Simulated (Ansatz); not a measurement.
A ladder of methods for InHCl (SMILES [Cl][InH])

InHCl: 3 atoms, total charge 0, spin state doublet. SMILES: `[Cl][InH]`. The coordinates come from a PBE0-D4/def2-TZVP relaxation.

```xyz
3

Cl   -1.6498    0.3968   -0.8674
In    0.4095    0.5424    0.2861
H     1.2294   -1.0039    0.5681
```

Quantity: the energy change with the In2–H3 bond stretched from 1.773 to 2.216 Å, in eV. The values are calculated.

| level | kind | program | value (eV) | less FCI/STO-3G | CPU time (all runs) |
| --- | --- | --- | --- | --- | --- |
| USVWN5/STO-3G | LDA | Ansatz | 1.33 | +0.23 | 3.8 s |
| U-r2SCAN0/STO-3G | hybrid meta-GGA | Ansatz | 1.32 | +0.22 | 19 s |
| UB3LYP/STO-3G | global hybrid | Ansatz | 1.27 | +0.17 | 6.8 s |
| UB2PLYP/STO-3G | double hybrid | Ansatz | 1.28 | +0.18 | 8 s |
| UMP2/STO-3G | perturbation theory | Ansatz | 1.36 | +0.26 | 1.7 s |
| UBCCD(T)/STO-3G | coupled cluster or CI | Ansatz | 1.10 | 0.00 | 2.7 s |
| UCCSD/STO-3G | coupled cluster or CI | Ansatz | 1.11 | +0.01 | 2.3 s |
| UCCSDT(Q)/STO-3G | coupled cluster or CI | Ansatz | 1.10 | 0.00 | 12 s |
| FCI/STO-3G | exact in the basis | Ansatz | 1.10 | 0.00 | 3.8 s |

FCI/STO-3G is exact within its basis and frozen core, so for wave-function methods in that basis the difference is their error; functionals converge differently with the basis, so for them it is only a difference. All-electron rows without a relativistic Hamiltonian named are non-relativistic. The first shape isn't each level's own minimum. The values span 1.10 to 1.36 eV. Spin contamination of the reference (⟨S²⟩ at least 0.1 too high) touches UMP2/STO-3G, UBCCD(T)/STO-3G, UCCSD/STO-3G, UCCSDT(Q)/STO-3G. All rows use very small basis sets, so even the best lies far from the true value. In the correlated wave-function rows the outer d shell of In is correlated, in sets not made for it. Times are those of the runs behind each value, whatever else they computed, on shared processors of several kinds: orders of magnitude only.
